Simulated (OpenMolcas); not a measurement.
## d2 ions of charge +4 down a group with 6 oxide ligands in octahedral coordination

```
Program             : OpenMolcas 26.06
Method              : CASSCF
Spin-orbit coupling : state interaction with AMFI integrals over the reference wave functions
```

The d shell is active. Anionic complexes are neutralised by point charges behind the ligands. Distances were set from a Shannon-type radius of the metal (high-spin where two are listed) plus a fixed donor radius (O 1.38 Å). Ligand basis ANO-RCC-VDZP, DKH2 Hamiltonian. States (labels of O, the rotations of Oh). Energies in cm-1 above the lowest state or level, χT in cm3 K/mol; under a threefold ground state the first gap can be a small split of the lowest multiplet, not the spin-orbit step; 10Dq and B are least-squares fits to the states below 45000 cm-1, weighted by degeneracy, with a free offset, and given where the rms deviation is under 5 % of |10Dq| (or 100 cm-1) and under 700 cm-1. Spin-only χT is S(S+1) / 2 for the spin of the ground state.

| Ion | Shell | R (Å) | Metal basis | Outer charge (e at Å behind ligand) | Ground state | First state of that spin | 10Dq | B (rms of fit) | First gap with spin-orbit (degeneracies) | χT at 300 K | First state of another spin | Spin-only χT |
| --- | --- | --- | --- | --- | --- | --- | --- | --- | --- | --- | --- | --- |
| Cr4+ | 3d2 | 1.93 | ANO-RCC-VTZP | 1.3 at 3.2 | 3T1 | 3T2 16214 |  |  | 7.9 (2, 3) | 0.733 | 1T2 15113 | 1.000 |
| Mo4+ | 4d2 | 2.03 | ANO-RCC-VTZP | 1.3 at 2.4 | 3T1 | 3T2 18011 |  |  | 40.7 (2, 3) | 0.375 | 1T2 10545 | 1.000 |
| W4+ | 5d2 | 2.04 | ANO-RCC-VDZP | 1.3 at 2.4 | 3T1 | 3T2 21275 | 21354 | 603 (516) | 334.0 (2, 3) | 0.111 | 1T2 9722 | 1.000 |

The rows also differ in their metal basis and outer charges, so part of each step comes from that.

χT departs most from the spin-only value for W4+, by -0.889 cm3 K/mol.

An orbital triplet at a regular site is open to Jahn-Teller coupling, which can distort the site and quench the lowest spin-orbit gaps and is left out. Without dynamic correlation the repulsion within the d shell is too large (B by tens of per cent), so at a given field states of lower spin stand too high. The oxide ions are held by bare point charges, a crude embedding. Ligand-to-metal charge-transfer states are missing. With no ligand orbital active B as a rule stays too high, so bands that hang on it stand too high and its fall with covalency is understated. The least metal-like active orbital is 78 % on the metal (Löwdin) and no ligand orbital is active, so the numbers are rough (holds for Cr4+). With metal d orbitals alone and no dynamic correlation the field as a rule comes out too small, by tens of per cent, by up to half for chloride and softer ligands (holds for Cr4+). The least metal-like active orbital is 71 % on the metal (Löwdin) and no ligand orbital is active, so the numbers are rough (holds for Mo4+). With metal d orbitals alone the field can be off either way by tens of per cent (holds for Mo4+; W4+). The least metal-like active orbital is 68 % on the metal (Löwdin) and no ligand orbital is active, so the numbers are rough (holds for W4+). No measured value stands beside these numbers; the geometry was imposed, not optimised, and the real ion may take another.
